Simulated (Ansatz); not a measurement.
```yaml
crystal:
  periodic: [true, true, true]
  atoms:
    - {symbol: F, position_ang: [0.027136, 0.301833, 1.383038]}
    - {symbol: C, position_ang: [-0.034555, -0.049455, 0.096749]}
    - {symbol: Cl, position_ang: [0.549917, -1.698639, -0.061108]}
    - {symbol: Cl, position_ang: [-1.705293, 0.064103, -0.434359]}
    - {symbol: I, position_ang: [1.212694, 1.308559, -1.025721]}
basis:
  gaussian: {orbitals: ANO-RCC-VTZP}
hamiltonian: {xc: {name: PBE}, dispersion: d3bj}
accuracy: high
output: {forces: true}
```

```sh
$ ansatz run in.yaml --threads 4 --pin off --events-out ev --progress --plain --max-ram 10444MiB
```

Output, abridged:

```
Error: YAML parse error: error: line 2 column 3: crystal: missing field `lattice` (a structure is typed as `lattice` and `atoms`, a molecule's as `atoms` in Å alone, or read from a run's directory, `checkpoint`)
 --> <input>:2:3
1 | crystal:
2 |   periodic: [true, true, true]
3 |   atoms:
4 |     - {symbol: F, position_ang: [0.027136, 0.301833, 1.383038]}
```

Q: What is wrong with this run?

A: The molecule is marked periodic without a cell. The input was rejected before any iteration.
